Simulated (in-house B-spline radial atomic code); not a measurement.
A run on an ion of nuclear charge 43 with 43.5 electrons that did not converge. Method: scalar-relativistic (X2C) r2SCAN0, spin-polarised, spherical fractional occupations, Fermi nucleus of rms radius 4.41117 fm; computed with a B-spline radial code for spherical atoms.

Command:
```bash
python run_scf.py task.json out
```
Settings (nuclear radius in fm, mass in u):
```
Z                43
configuration    [Kr] 4d5.5 5s2
hamiltonian      x2c
method           r2scan0
spin_polarised   True
nucleus          fermi
rms_radius       4.41117
atomic_mass      96.90636
speed_of_light   137.035999084
```

First and last ten iterations of the last attempt (damped for 15 steps, keeping 80 % of the old Fock matrix, then DIIS):
```
 iter        energy (Eh)    residual
    1       -4285.315671    9.48e-02
    2       -4285.296775    1.45e-02
    3       -4285.323707    5.77e-03
    4       -4285.325676    3.37e-03
    5       -4285.301955    1.21e-02
    6       -4285.322538    6.59e-03
    7       -4285.325238    3.81e-03
    8       -4285.303484    1.15e-02
    9       -4285.322261    6.91e-03
   10       -4285.325106    4.00e-03
  111       -4285.325280    3.79e-03
  112       -4285.301189    1.20e-02
  113       -4285.301215    1.20e-02
  114       -4285.301202    1.21e-02
  115       -4285.301252    1.20e-02
  116       -4285.301198    1.21e-02
  117       -4285.301195    1.21e-02
  118       -4285.301034    1.20e-02
  119       -4285.301602    1.19e-02
  120       -4285.301525    1.19e-02
 not converged after 120 iterations
```

The smallest residual met was 3.3e-03; the threshold is about 4e-07. No energy from this run should be used. The likely cause: this method binds the added charge weakly or not at all at the basis-set limit, so charge moves back and forth between the atom and the box. Run time, properties included: 7.8 s on 1 thread of Intel(R) Xeon(R) Platinum 8375C CPU @ 2.90GHz, with other jobs on the host.
